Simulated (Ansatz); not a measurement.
Input file for Ansatz (an electronic-structure program): R-r2SCAN/def2-TZVPPD on C2HNO2 (a complex), monomers drawn apart or pushed together. Files ending in .json are basis or fitting sets from the Basis Set Exchange.

Ansatz 0.2 input:
```yaml
crystal:
  periodic: [false, false, false]
  atoms:
    - {symbol: O, position_ang: [-1.16938969, -0.74682711, -0.35087163]}
    - {symbol: C, position_ang: [-0.20303124, -0.12951649, -0.19348631]}
    - {symbol: O, position_ang: [0.76828343, 0.49074969, -0.04811055]}
    - {symbol: C, position_ang: [0.57003452, 0.41205548, 2.77744630]}
    - {symbol: N, position_ang: [-0.39690796, -0.20287784, 2.80353148]}
    - {symbol: H, position_ang: [1.46988118, 0.98408128, 2.74233421]}
basis:
  gaussian:
    orbitals: def2-TZVPPD.json
hamiltonian:
  xc: {name: r2SCAN}
scf: {lower_state_search: off}
```

It printed:

```
WARN ansatz: RAYON_NUM_THREADS=1 ignored (pool sized by the plan → 1); use --threads N
Functional definition: r2SCAN
these checks for a lower state are left out or cut short: stability, starts, cluster_reference, orbital_swaps, neighbouring_geometries, increment
integrals: 0.10 GiB planned
954 factors; their error is unknown
mean field: 0.83 GiB planned
mean field evaluation 1: about -7665.5952 eV, gradient 6.7e1 eV
mean field evaluation 2: about -7649.6844 eV, gradient 1.1e2 eV
mean field evaluation 4: about -7673.0045 eV, gradient 1.2e1 eV
mean field evaluation 8: about -7673.2494 eV, gradient 7.1e-2 eV
mean field evaluation 16: about -7673.2452 eV, gradient 3.1e-5 eV
mean field -7673.24519264 eV, -281.9865597171 hartree, gradient 5.8e-6 eV, S^2 0.000000; 0 other end points of the search recorded, 0 dependent functions left out
reference -7673.24521048 eV, -281.9865603727 hartree; 18, 18 occupied and 190, 190 virtual orbitals, 954 factors
Total energy: -7673.24521048 eV, -281.9865603727 hartree
Checks for a lower state left out: stability, starts, cluster_reference, orbital_swaps, neighbouring_geometries, increment
```

The run converged.

Cost: around 3 core-seconds (rough).
